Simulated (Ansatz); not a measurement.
Steps of a relaxation of `[CH3][Al]([SiH3])[BH]O` with RKS PBE0-D4/def2-TZVP.

```sh
$ ansatz run in.yaml --threads 4 --pin off --events-out ev --progress --plain --max-ram 10444MiB
```

```yaml
crystal:
  periodic: [false, false, false]
  atoms:
    - {symbol: C, position_ang: [-1.786041, 0.001006, 1.559396]}
    - {symbol: Al, position_ang: [-0.396864, -0.163753, 0.170845]}
    - {symbol: Si, position_ang: [1.659941, 1.235925, 0.237816]}
    - {symbol: B, position_ang: [-0.384407, -1.470104, -1.567987]}
    - {symbol: O, position_ang: [0.633577, -1.346426, -2.466243]}
    - {symbol: H, position_ang: [-2.715808, 0.418373, 1.111345]}
    - {symbol: H, position_ang: [-1.504981, 0.649468, 2.413306]}
    - {symbol: H, position_ang: [-2.063920, -0.998760, 1.959066]}
    - {symbol: H, position_ang: [1.422619, 2.726582, 0.317005]}
    - {symbol: H, position_ang: [2.487302, 1.024301, -1.020478]}
    - {symbol: H, position_ang: [2.585671, 0.882323, 1.380432]}
    - {symbol: H, position_ang: [-1.199240, -2.335948, -1.864428]}
    - {symbol: H, position_ang: [1.282552, -0.657787, -2.215173]}
basis:
  gaussian: {orbitals: def2-TZVP}
hamiltonian: {xc: pbe0, dispersion: d4}
relax: {f_tol: 0.005, max_steps: 150}
```

Positions (Å) and forces (eV/Å) along the path, 11 of 53 steps:

```xyz
13
step=1 energy=-18356.8245 eV
C    -1.786    0.001    1.559   -0.292   -0.018    0.202
Al   -0.397   -0.164    0.171   -0.056    0.053    0.122
Si    1.660    1.236    0.238    0.268    0.162   -0.004
B    -0.384   -1.470   -1.568   -0.077   -0.273   -0.304
O     0.634   -1.346   -2.466    0.205    0.494    0.473
H    -2.716    0.418    1.111    0.437   -0.184    0.215
H    -1.505    0.649    2.413   -0.126   -0.317   -0.425
H    -2.064   -0.999    1.959    0.135    0.477   -0.178
H     1.423    2.727    0.317    0.037   -0.314   -0.017
H     2.487    1.024   -1.020   -0.174    0.040    0.252
H     2.586    0.882    1.380   -0.198    0.069   -0.232
H    -1.199   -2.336   -1.864    0.303    0.320    0.104
H     1.283   -0.658   -2.215   -0.462   -0.509   -0.209
13
step=6 energy=-18356.8628 eV
C    -1.770   -0.004    1.546    0.000   -0.009    0.001
Al   -0.389   -0.158    0.169    0.007    0.008    0.003
Si    1.654    1.245    0.243   -0.001   -0.006   -0.008
B    -0.394   -1.467   -1.561    0.002    0.000    0.000
O     0.625   -1.363   -2.449    0.000   -0.008   -0.010
H    -2.676    0.437    1.114   -0.001    0.003   -0.001
H    -1.477    0.614    2.397    0.001    0.001    0.001
H    -2.060   -0.990    1.923   -0.001    0.001   -0.001
H     1.402    2.714    0.323   -0.005    0.000    0.001
H     2.473    1.041   -0.998    0.004    0.003    0.002
H     2.560    0.897    1.378    0.000    0.001    0.003
H    -1.207   -2.306   -1.853   -0.006    0.002    0.004
H     1.279   -0.695   -2.217    0.001    0.004    0.005
13
step=15 energy=-18356.8640 eV
C    -1.743   -0.019    1.544   -0.017   -0.005    0.006
Al   -0.367   -0.168    0.161   -0.005    0.007    0.008
Si    1.646    1.275    0.249    0.002    0.001   -0.001
B    -0.403   -1.483   -1.565    0.000   -0.007    0.001
O     0.606   -1.416   -2.466    0.004   -0.005   -0.010
H    -2.575    0.587    1.162    0.021   -0.009    0.012
H    -1.390    0.459    2.461   -0.010   -0.008   -0.014
H    -2.166   -0.996    1.802    0.009    0.021   -0.005
H     1.340    2.737    0.279    0.000   -0.006    0.000
H     2.517    1.066   -0.954    0.001    0.001    0.002
H     2.516    0.992    1.430   -0.004    0.002   -0.005
H    -1.241   -2.304   -1.837   -0.003    0.003    0.001
H     1.281   -0.764   -2.252    0.003    0.007    0.005
13
step=16 energy=-18356.8642 eV
C    -1.743   -0.023    1.548   -0.019   -0.002    0.008
Al   -0.369   -0.171    0.163   -0.005    0.010    0.009
Si    1.643    1.276    0.246    0.000    0.003    0.000
B    -0.400   -1.484   -1.565   -0.009   -0.016    0.005
O     0.610   -1.413   -2.464    0.001   -0.007   -0.020
H    -2.557    0.616    1.179    0.029   -0.017    0.018
H    -1.377    0.425    2.476   -0.018   -0.012   -0.022
H    -2.193   -0.993    1.782    0.014    0.030   -0.005
H     1.334    2.737    0.255    0.001   -0.009    0.000
H     2.519    1.052   -0.951    0.000    0.001    0.002
H     2.508    1.009    1.434   -0.004    0.002   -0.005
H    -1.235   -2.307   -1.839   -0.004    0.004    0.003
H     1.281   -0.758   -2.249    0.014    0.013    0.008
13
step=19 energy=-18356.8641 eV rejected
C    -1.743   -0.026    1.552    0.090   -0.019   -0.064
Al   -0.371   -0.175    0.165   -0.002    0.001   -0.006
Si    1.637    1.277    0.239    0.004    0.007    0.007
B    -0.396   -1.487   -1.564   -0.003   -0.003    0.005
O     0.617   -1.412   -2.460   -0.001   -0.001   -0.007
H    -2.525    0.657    1.208   -0.078    0.075   -0.036
H    -1.364    0.372    2.493    0.033    0.032    0.080
H    -2.230   -0.982    1.749   -0.042   -0.089    0.019
H     1.323    2.737    0.229    0.002   -0.007   -0.001
H     2.520    1.042   -0.950   -0.005    0.001    0.003
H     2.497    1.028    1.435   -0.001    0.002   -0.005
H    -1.230   -2.310   -1.843    0.002    0.001   -0.001
H     1.287   -0.756   -2.239    0.003    0.001    0.005
13
step=23 energy=-18356.8646 eV rejected
C    -1.741   -0.027    1.553   -0.006   -0.006   -0.001
Al   -0.373   -0.179    0.163   -0.009    0.011    0.026
Si    1.631    1.279    0.239    0.003   -0.006   -0.014
B    -0.394   -1.491   -1.565    0.003    0.007   -0.005
O     0.624   -1.413   -2.456    0.000   -0.005   -0.007
H    -2.510    0.683    1.223    0.003    0.000    0.002
H    -1.352    0.345    2.503    0.001   -0.002   -0.005
H    -2.252   -0.978    1.734   -0.001    0.004    0.000
H     1.319    2.739    0.219   -0.007   -0.001   -0.001
H     2.508    1.036   -0.952    0.009    0.005   -0.001
H     2.496    1.039    1.433   -0.002   -0.005    0.001
H    -1.227   -2.312   -1.851    0.001   -0.002    0.003
H     1.291   -0.756   -2.229    0.005    0.000    0.001
13
step=25 energy=-18356.8649 eV
C    -1.742   -0.029    1.555   -0.006   -0.001    0.001
Al   -0.374   -0.180    0.165   -0.001    0.004    0.004
Si    1.629    1.280    0.235    0.001   -0.003   -0.004
B    -0.393   -1.491   -1.565    0.004    0.002   -0.003
O     0.628   -1.415   -2.454   -0.001    0.002    0.004
H    -2.496    0.702    1.237    0.003   -0.002    0.002
H    -1.346    0.322    2.511    0.001   -0.002   -0.003
H    -2.269   -0.972    1.721    0.000    0.003    0.000
H     1.312    2.739    0.210   -0.002    0.002    0.000
H     2.512    1.036   -0.953    0.002    0.001   -0.001
H     2.491    1.045    1.431    0.000   -0.001    0.001
H    -1.226   -2.312   -1.852    0.000   -0.001    0.000
H     1.296   -0.759   -2.225   -0.001   -0.003   -0.002
13
step=41 energy=-18356.8660 eV
C    -1.739   -0.032    1.555   -0.019    0.024    0.024
Al   -0.383   -0.187    0.154   -0.001    0.000   -0.003
Si    1.596    1.305    0.215   -0.001    0.000    0.002
B    -0.373   -1.520   -1.559    0.000   -0.002    0.001
O     0.658   -1.452   -2.436   -0.001    0.002   -0.001
H    -2.310    0.895    1.414    0.022   -0.035    0.007
H    -1.291    0.032    2.552   -0.015   -0.004   -0.031
H    -2.454   -0.860    1.551    0.013    0.015    0.001
H     1.251    2.756    0.155    0.001    0.001    0.000
H     2.497    1.054   -0.958   -0.001   -0.001   -0.001
H     2.450    1.112    1.426    0.000    0.001    0.000
H    -1.200   -2.348   -1.845    0.001   -0.001   -0.001
H     1.320   -0.790   -2.209    0.001   -0.001    0.001
13
step=44 energy=-18356.8660 eV rejected
C    -1.742   -0.030    1.555    0.008   -0.012   -0.028
Al   -0.389   -0.185    0.151    0.021   -0.020    0.007
Si    1.590    1.308    0.210   -0.003    0.010    0.001
B    -0.365   -1.531   -1.552   -0.028    0.030   -0.029
O     0.661   -1.452   -2.434    0.004   -0.008    0.013
H    -2.276    0.921    1.453   -0.018    0.032   -0.001
H    -1.289   -0.021    2.550    0.015   -0.002    0.026
H    -2.484   -0.829    1.522   -0.010   -0.013   -0.001
H     1.249    2.760    0.145    0.000    0.000    0.000
H     2.494    1.053   -0.960   -0.003   -0.003    0.000
H     2.439    1.118    1.423    0.001   -0.001    0.000
H    -1.187   -2.362   -1.838    0.011   -0.012    0.009
H     1.319   -0.785   -2.210    0.001   -0.001    0.002
13
step=49 energy=-18356.8663 eV
C    -1.743   -0.028    1.553   -0.005    0.007    0.004
Al   -0.391   -0.185    0.148   -0.001    0.000    0.001
Si    1.584    1.313    0.206    0.001    0.000    0.000
B    -0.363   -1.533   -1.552    0.002   -0.003    0.001
O     0.669   -1.458   -2.427   -0.001   -0.001    0.001
H    -2.233    0.952    1.499    0.006   -0.012    0.002
H    -1.289   -0.088    2.548   -0.006   -0.001   -0.009
H    -2.521   -0.793    1.487    0.006    0.006    0.002
H     1.240    2.765    0.134    0.000    0.000    0.000
H     2.487    1.054   -0.964    0.000    0.001    0.000
H     2.434    1.129    1.419    0.000    0.001   -0.001
H    -1.176   -2.377   -1.831   -0.001    0.003   -0.001
H     1.322   -0.786   -2.204    0.000    0.001   -0.001
13
step=53 energy=-18356.8664 eV
C    -1.745   -0.027    1.552    0.002   -0.003   -0.003
Al   -0.393   -0.185    0.147   -0.004    0.003    0.002
Si    1.578    1.318    0.201    0.000   -0.003   -0.001
B    -0.359   -1.539   -1.549    0.004   -0.001    0.003
O     0.677   -1.465   -2.420    0.002   -0.002   -0.001
H    -2.193    0.973    1.541   -0.001    0.003    0.000
H    -1.294   -0.147    2.543    0.001   -0.001    0.002
H    -2.551   -0.757    1.456   -0.002   -0.002    0.000
H     1.230    2.769    0.128    0.000    0.000    0.000
H     2.479    1.059   -0.971    0.002    0.002    0.000
H     2.433    1.139    1.412    0.000    0.000    0.000
H    -1.171   -2.383   -1.829   -0.002    0.002   -0.001
H     1.328   -0.792   -2.196   -0.001    0.001   -0.001
```

Run time 3.3 min (4 threads of an Intel Xeon Platinum 8375C on a shared host); peak host memory 0.63 GiB.
